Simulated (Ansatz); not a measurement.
Relaxation of Cl₂F₄H₂OW (10 atoms, charge 0, multiplicity 1), to a largest force component of 0.03 eV/Å in at most 50 steps.

Method: RKS PBE/def2-SVP (Ansatz 0.2.0).

```xyz
10
Properties=species:S:1:pos:R:3:forces:R:3
W -0.119 -0.054 -0.077 -0.40 0.24 0.33
O -0.160 -0.216 1.834 0.05 0.04 -0.61
H -0.844 0.132 2.440 0.03 -0.02 -0.02
F 1.726 -0.006 -0.303 -0.03 -0.01 0.00
F -0.027 1.817 0.151 -0.01 0.01 0.00
F -1.994 0.082 0.059 0.00 0.01 0.00
Cl -0.252 -2.293 -0.552 0.01 0.01 0.02
F -0.404 0.343 -1.883 0.00 0.02 0.00
Cl 2.255 -2.099 1.718 -0.12 0.26 0.99
H 1.588 -1.334 2.586 0.47 -0.57 -0.71
```

Where does it end, and by what steps?

The forces met the threshold. The force dipped under the threshold on the way, but the program's further checks kept it going. After 17 steps the energy has fallen by 0.254 eV; Cl9 moved furthest, 1.01 Å.

| step | energy less start (eV) | largest force component (eV/Å) | accepted |
| --- | --- | --- | --- |
| 0 | 0.0000 | 0.992 | yes |
| 1 | -0.1187 | 0.670 | yes |
| 2 | -0.1613 | 0.415 | yes |
| 3 | -0.1685 | 1.097 | yes |
| 4 | -0.2113 | 0.586 | yes |
| 5 | -0.2328 | 0.124 | yes |
| 6 | -0.2404 | 0.312 | yes |
| 7 | -0.2447 | 0.148 | yes |
| 8 | -0.2469 | 0.230 | yes |
| 9 | -0.2502 | 0.040 | yes |
| 10 | -0.2505 | 0.082 | yes |
| 11 | -0.2526 | 0.052 | yes |
| 12 | -0.2531 | 0.018 | yes |
| 13 | -0.2535 | 0.050 | yes |
| 14 | -0.2538 | 0.043 | yes |
| 15 | -0.2540 | 0.100 | yes |
| 16 | -0.2542 | 0.073 | yes |
| 17 | -0.2544 | 0.025 | yes |

```xyz
10
Properties=species:S:1:pos:R:3
W -0.213 0.012 -0.189
O -0.091 -0.404 1.657
H -0.741 -0.375 2.386
F 1.624 -0.198 -0.405
F 0.124 1.830 0.145
F -2.039 0.296 0.147
Cl -0.556 -2.177 -0.816
F -0.560 0.533 -1.949
Cl 2.651 -1.915 2.627
H 1.570 -1.231 2.368
```

Whether the end is a true minimum wasn't checked by a vibrational analysis.

Run time: 27 s on 4 threads of Intel(R) Xeon(R) 6975P-C (Granite Rapids), with other jobs on the host, peak memory 0.25 GiB.
